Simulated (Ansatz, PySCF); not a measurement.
Gas-phase reaction (SMILES): CCO [ethanol] + C (CH4) -> CC (C2H6) + CO (CH4O); bond separation energy.

Geometries: B3LYP-D3(BJ)/def2-TZVP minima from Ansatz (a first-principles code), one conformer each, not searched for the lowest. Valence correlation only, unless marked. Spin-orbit coupling is left out. No relativistic terms. CBS(X,Y): correlation extrapolated as X^-3; Hartree-Fock from the larger set. [CCSD(T)-MP2]/basis is that difference in the basis named. Thermal terms are rigid-rotor harmonic-oscillator values from B3LYP-D3(BJ) frequencies (PySCF) at 298.15 K and 1 atm. 1 Eh = 627.5095 kcal/mol.

```
species    E, RI-MP2/CBS(cc-pVTZ,cc-pVQZ)+[CCSD(T)-MP2]/cc-pVTZ (Ansatz) (Eh)  E, wB97M-V/def2-TZVPD (Ansatz) (Eh)  H - E (Eh)  G - E (Eh)
---------  ------------------------------------------------------------------  -----------------------------------  ----------  ----------
CCO                                                                -154.87934                           -155.02601     0.08491     0.05423
C (CH4)                                                             -40.46125                            -40.49098     0.04840     0.02728
CC (C2H6)                                                           -79.71807                            -79.79204     0.07887     0.05302
CO (CH4O)                                                          -115.61425                           -115.71687     0.05533     0.02827
```

Q: Work out ΔE and ΔH, ΔG, ΔS and the equilibrium constant at 298.15 K at the first level, then ΔH at the second.

A: 
1. ΔE = [(-79.71807) + (-115.61425)] - [(-154.87934) + (-40.46125)] = 0.00827 Eh = 5.2 kcal/mol at RI-MP2/CBS(cc-pVTZ,cc-pVQZ)+[CCSD(T)-MP2]/cc-pVTZ.
2. The terms H - E add up to 0.00089 Eh, so ΔH = (0.00827 + (0.00089))×627.5095 = 5.7 kcal/mol.
3. The terms G - E add up to -0.00022 Eh, so ΔG = 5.1 kcal/mol, and ΔS = (0.00089 - (-0.00022))×627509.5/298.15 = 2.3 cal/(mol K).
4. log10 K = -ΔG/(RT ln 10) = -3.7, with RT ln 10 = 1.3642 kcal/mol.
5. At wB97M-V/def2-TZVPD the same steps give ΔE = 5.1 and ΔH = 5.6 kcal/mol, a shift of -0.1 from the first level.
6. Tabulated enthalpies of formation (CCO -56.1 kcal/mol, ATcT 1.112; C (CH4) -17.8 kcal/mol, ATcT 1.112; CC (C2H6) -20.0 kcal/mol, ATcT 1.112; CO (CH4O) -48.0 kcal/mol, ATcT 1.112) give ΔH = 5.9, so the errors are -0.2 and -0.3 kcal/mol; the tables hold anharmonic motion, scalar relativity, and any other conformers, which both levels lack, and core correlation, which the frozen-core level lacks.
